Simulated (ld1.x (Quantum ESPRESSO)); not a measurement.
Before and after: PAW potential for V (Z = 23)

ld1.x (Quantum ESPRESSO) 7.5 input, shortened:

```
&input
   title='V', zed=23., rel=1, dft='PBE', iswitch=3,
   config='[Ar] 3d3 4s2 4p0'
 /
 &inputp
   pseudotype=3, lpaw=.true., tm=.true., lloc=-1, rcloc=2.60,
   nlcc=.true., new_core_ps=.true., rcore=1.05,
   which_augfun='BESSEL', rmatch_augfun=1.75
 /
6
4S  1  0   2.00   0.00  2.65  3.10  0.0
4S  1  0   0.00   0.90  2.65  3.10  0.0
4P  2  1   0.00   0.00  3.25  4.10  0.0
4P  2  1   0.00   4.40  3.25  4.10  0.0
3D  3  2   3.00   0.00  1.60  2.00  0.0
3D  3  2   0.00   0.05  1.60  2.00  0.0
 &test
   configts(1)='3d3 4s2 4p0'
 /
```

Change: waves 3d (bound): rcut 1.60, rcutus 2.92 bohr; 3d channel at 0.05 Ry: rcut 1.60, rcutus 2.92 bohr.

Cutoffs: the cutoffs (Ry, on a coarse ladder) from which the occupation-weighted sum of valence levels, in a spherical-Bessel basis at the reference potential, stays within 10 and 1 mRy of its value at 400 Ry; they do not see the model core or the augmentation charge, which bear on the density cutoff. Errors are all-electron minus pseudo energies relative to the spin-unpolarised reference configuration.

Task: What does the change do?

Result: The potential gets softer (25 Ry and 40 Ry → 10 Ry and 12 Ry); the number of tests that count goes from 7 to 3 (the test run of the changed file stopped, so its transferability is not established); of the 3 tests that both files solve, the error grows in 1 and shrinks in 0 by more than 15 % and 0.3 meV (median size 1.4 → 2.2 meV); neither file shows a bound ghost at the reference potential, the only one tested. A larger radius leaves more room for a smooth pseudo-wave, so fewer plane waves are needed.

| quantity | base | changed |
| --- | --- | --- |
| cutoff, loose | 25 Ry | 10 Ry |
| cutoff, tight | 40 Ry | 12 Ry |
| loose cutoff by channel (10 mRy a level) | s 6 Ry, d 21 Ry | s 6 Ry, d 8 Ry |
| bound ghosts | none | none |
| tests counted (converged, no solver errors) | 7 of 7 | 3 of 7 (the test run stopped) |
| error for 3d3 4s1 4p0, meV [ΔE 7.73 eV] | -1.4 | -2.2 |
| error for 3d3 4s1.5 4p0, meV [ΔE 3.09 eV] | -0.4 | -0.6 |
| error for 3d3 4s0 4p1, meV [ΔE 11.84 eV] | +19 | +17 |
| s: phases at 4.46 bohr within 0.05 rad from the reference energy up to (Ry; the scan ends near 5) | 3.0 | 3.0 |
| p: phases at 4.46 bohr within 0.05 rad from the reference energy up to (Ry; the scan ends near 5) | 0.7 | 0.7 |
| d: phases at 4.46 bohr within 0.05 rad from the reference energy up to (Ry; the scan ends near 5) | 2.2 | 2.1 |
| lowest overlap eigenvalue by channel | s 0.44, p 0.39, d 1.00 | s 0.44, p 0.39, d 0.15 |

Changed file: Tests not counted: 3d3 4s0 4p0 (solver errors, printed error -83.5 eV); 3d2 4s0 4p0 (solver errors, printed error -44.6 eV); 3d4 4s0 4p0 (solver errors, printed error -126 eV).
